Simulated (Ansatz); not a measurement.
Ansatz results at the PBE0-D4/def2-TZVP geometry: LUMO energy (B3LYP/def2-TZVPP) -0.91 eV; ideal-gas entropy at 298 K and 1 bar (rigid rotor, harmonic PBE0-D4/def2-TZVP) 373 J/(mol·K); LUMO energy (ωB97M-V/def2-TZVPP) 1.23 eV.

Problem. Which molecule gave them?
A. `C[O][GeH]([F])[C]#N`
B. `C[O][Ge]([CH3])([Cl])[Se]C`
C. `[F][GeH]([Cl])[GeH3]`
D. `[CH3][Ge]([CH3])([CH3])[Br]`

Solution. C. The others give `C[O][GeH]([F])[C]#N`: -1.30, 381, 1.02; `C[O][Ge]([CH3])([Cl])[Se]C`: -0.81, 481, 1.30; `[CH3][Ge]([CH3])([CH3])[Br]`: 0.20, 394, 2.15.

B3LYP here is the variant with VWN-RPA as its local correlation; programs differ in this.
